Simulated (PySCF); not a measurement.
## Ionisation energy of N+ by level of theory

N+ [He] 2s2 2p2 (3P) → N(2+) [He] 2s2 2p1 (2P), as a difference of total energies. All numbers are calculated (PySCF 2.14, the non-relativistic Hamiltonian (point nucleus), in aug-cc-pVQZ (6s5p4d3f2g, 80 functions)). Correlated levels: valence: 1s2 frozen. The calculations carry no spin-orbit coupling.

| method | ionisation energy (eV) | difference from reference (eV) |
| --- | --- | --- |
| UHF | 29.205 | -0.396 |
| LDA | 30.058 | +0.457 |
| PBE | 29.899 | +0.298 |
| PBE0 | 29.910 | +0.309 |
| r2SCAN | 30.134 | +0.533 |
| TPSS | 29.842 | +0.241 |
| B3LYP | 30.001 | +0.400 |
| wB97M-V | 29.619 | +0.018 |
| r2SCANh | 30.113 | +0.512 |
| ROHF | 29.175 | -0.426 |
| MP2 (valence) | 29.665 | +0.064 |
| SCS-MP2 (valence) | 29.522 | -0.079 |

Reference: 29.601 eV (semi-empirical (NIST evaluation); NIST Atomic Spectra Database, ionization energies).

Errors of the correlated levels include the incompleteness of this basis and the frozen core.
